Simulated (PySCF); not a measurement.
SMILES OB(O[SiH2]OB(O)O)O (GFN2-xTB optimised geometry):

```
15

B     -3.471    -1.368     2.099
O     -4.710    -1.132     1.568
O     -3.280    -1.963     3.306
O     -2.393    -0.997     1.403
Si    -2.046    -0.285     0.000
O     -0.434    -0.285     0.000
B      0.567     0.115    -0.788
O      0.267     0.721    -1.978
O      1.841    -0.102    -0.365
H     -5.465    -1.408     2.088
H     -4.060    -2.224     3.793
H     -2.548    -1.090    -1.114
H     -2.548     1.090     0.000
H      1.004     0.998    -2.523
H      2.548     0.189    -0.939
```

Computed with CAM-B3LYP/def2-TZVP (PySCF).

### Question
What are the frontier orbital energies and the dipole moment?

### Answer
HOMO-2 -10.91 eV, HOMO-1 -10.90 eV, HOMO -9.90 eV, LUMO 0.91 eV, LUMO+1 0.98 eV; dipole moment 1.27 D.

On the same geometry PBE/def2-TZVP (PySCF) gives HOMO-2 -7.62 eV, HOMO-1 -7.61 eV, HOMO -7.00 eV, LUMO -0.67 eV, LUMO+1 -0.58 eV; dipole moment 1.09 D.

Meta-Löwdin charges at CAM-B3LYP/def2-TZVP: B1 0.59, O2 -0.56, O3 -0.54, O4 -0.62, Si5 1.16, O6 -0.62, B7 0.59, O8 -0.56, O9 -0.54, H10 0.35, H11 0.35, H12 -0.15, H13 -0.15, H14 0.35, H15 0.35.
